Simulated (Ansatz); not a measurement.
Cost and result up the ladder for `C1#CC=CC#CC=CC#CC=CC#CC=C1` (24 atoms). Charge 0, multiplicity 1. Geometry: r2SCAN-D4/def2-SVP.

```
atom    x (Å)    y (Å)    z (Å)
  C1  -2.2388   1.2932  -0.9142
  C2  -2.4993   1.0956   0.2706
  C3  -2.8500   0.9284   1.6212
  C4  -2.3577  -0.0321   2.4602
  C5  -1.4164  -1.0174   2.1163
  C6  -0.5998  -1.9049   1.8792
  C7   0.2860  -2.9705   1.6449
  C8   1.5075  -2.8740   1.0386
  C9   2.0873  -1.6926   0.5455
 C10   2.6506  -0.6961   0.0980
 C11   3.3607   0.4196  -0.3775
 C12   2.8684   1.3803  -1.2164
 C13   1.5678   1.4170  -1.7475
 C14   0.4485   1.5054  -2.2476
 C15  -0.7967   1.6224  -2.8886
 C16  -2.0183   1.5260  -2.2825
 H17  -3.6025   1.6187   2.0235
 H18  -2.7435  -0.0573   3.4874
 H19  -0.0275  -3.9592   2.0038
 H20   2.1037  -3.7908   0.9459
 H21   4.4081   0.5077  -0.0616
 H22   3.5492   2.1838  -1.5254
 H23  -0.7779   1.8325  -3.9657
 H24  -2.9093   1.6644  -2.9081
```

Ansatz on 4 threads of Arm Neoverse V2 on a shared host. Times are rough, and most runs start from the orbitals of an earlier one. PBE0-D4/def2-TZVP serves as the yardstick here, not as an exact answer. Differences are given only for rows in sets of like size (and for xTB, whose basis is part of the method), since another set adds its own error. Binding counts from free atoms at the same level (C triplet, H doublet; other spins of the atoms weren't run), without zero-point energy or a counterpoise term.

B3LYP takes the VWN-RPA correlation. Correlated methods freeze 16 core orbitals. The rows differ in basis, and correlated rows in double-zeta sets carry the largest basis error.

Run but left out: HF/STO-3G, HF/6-31G (restricted singlet, unstable in another Hartree–Fock run and untested here).

Correlated methods converge slowly with the basis, most of all in double-zeta sets.

```csv
level,functions,wall time,binding energy per atom (eV),difference from PBE0-D4/def2-TZVP (eV),remarks
B3LYP-D4/6-31G,160,4.2 s,5.25,–,–
PBE-D4/def2-SVP,264,4.4 s,5.70,–,–
PBE0-D4/def2-SVP,264,9.5 s,5.54,–,–
PBE-D4/def2-TZVP (with forces),544,17 s,5.62,0.17,–
MP2/def2-SVP,264,24 s,5.32,–,restricted SCF unstable
r2SCAN-D4/def2-TZVP (with forces),544,29 s,5.40,-0.05,–
PBE0-D4/def2-TZVP,544,33 s,5.45,0.00,–
```
